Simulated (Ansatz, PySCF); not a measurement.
Molecule: BiF$_{2}$, net charge 1, singlet state. It need not be the lowest isomer of its formula. 
Coordinates optimised at B3LYP-D3(BJ)/def2-TZVP (Ansatz, an electronic-structure program):
SMILES: [F][Bi+][F]
```xyz
3

Bi     0.2024     0.0919     0.0717
F     -1.0953     0.6639    -1.2684
F     -0.7714    -1.5116     0.6075
```
Charge +1, spin multiplicity 1.

Total electronic energies in hartree. Valence correlation only, unless marked. Spin-orbit coupling is left out. The frozen core is the preceding noble-gas configuration, with the filled d and f shells of earlier blocks. In def2 rows, elements after Kr have scalar-relativistic effective core potentials. CBS(X,Y): correlation extrapolated as X^-3; Hartree-Fock from the larger set.

```tsv
level	program	energy (Eh)
HF-D4/def2-TZVPD	PySCF + dftd4	-412.27079
RI-HF/def2-QZVPPD	Ansatz	-412.27851
BLYP/def2-TZVPD	Ansatz	-414.12834
TPSS/def2-TZVPD	PySCF	-414.10749
PBE0-D4/def2-TZVP	Ansatz + dftd4	?
TPSSh-D4/def2-TZVPD	PySCF + dftd4	-414.08087
wB97X-V/def2-TZVPD	Ansatz	-414.04983
B2GP-PLYP/def2-TZVPD	Ansatz	-413.60100
B2PLYP/def2-TZVPD	Ansatz	-413.72485
MP2/def2-TZVPPD	Ansatz	-412.87384
MP2/def2-QZVPPD	Ansatz	-412.93941
CCSD/def2-QZVPPD	Ansatz	-412.92927
CCSD(T)/def2-TZVPP	Ansatz	-412.88301
CCSD(T)/def2-TZVPPD	Ansatz	-412.89111
CCSD(T)/CBS(def2-TZVPPD,def2-QZVPPD)	Ansatz	-412.9916
```

Question: Some entries are withheld; supply them.

Answer: 
- PBE0-D4/def2-TZVP, energy (Eh): -413.95522
